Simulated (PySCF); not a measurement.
H₂TaN, singlet: molecular constants

All numbers come from PySCF, PBE0, basis Ta def2-TZVP with ECP60, N def2-TZVP, H def2-TZVP (scalar-relativistic core potentials, no spin–orbit coupling, density fitting).

The structure is a minimum.

```json
{"Point group": "Cs", "Bond lengths": "Ta–H 1.774 Å (×2), Ta–N 1.679 Å", "Bond angles": "H–Ta–H 104.5°, H–Ta–N 98.4° (×2)", "Zero-point energy": "39.8 kJ/mol", "Rotational symmetry number": "1", "Dipole moment": "5.86 D", "Principal polarisabilities": "37.6, 47.5, 60.3 bohr³", "Principal quadrupole moments (Buckingham, traceless) about the centre of mass": "-6.53, -0.06, 6.59 D Å", "Enthalpy at 298.15 K above 0 K": "11.22 kJ/mol", "Rotational constants": "2.733, 0.4305, 0.412 cm⁻¹", "Entropy at 298.15 K and 1 bar": "267.3 J/(mol K)", "Lowest empty level": "-3.03 eV", "Highest occupied level": "-7.47 eV", "Atomisation energy without zero-point energy": "1167 kJ/mol", "Heat capacity Cp at 298.15 K": "47.3 J/(mol K)"}
```

Harmonic modes (masses in u: Ta 180.948, N 14.003, H 1.008):
```
symmetry  ω (cm⁻¹)  IR (km/mol)     type
      a'       548         39.7     bend
     a''       613         21.7     bend
      a'       670         63.0     bend
      a'      1112         94.2  stretch
     a''      1848          246  stretch
      a'      1867          110  stretch
```

Charges (e):
| atom | Mulliken | Löwdin | polar tensor | Mayer order to Ta1 |
| --- | --- | --- | --- | --- |
| Ta1 | 0.67 | 0.52 | 1.19 | – |
| N2 | -0.42 | -0.32 | -0.64 | 3.05 |
| H3,4 | -0.12 | -0.10 | -0.27 | 0.98 |

Mulliken populations on Ta1 (electrons outside its core potential): s 2.71, p 6.29, d 3.26, f 0.06.

This need not be the most stable arrangement of these atoms. Spin–orbit coupling, left out here, can matter for elements this heavy.

The final relaxation and frequency run took about 60 core-seconds on a shared host.
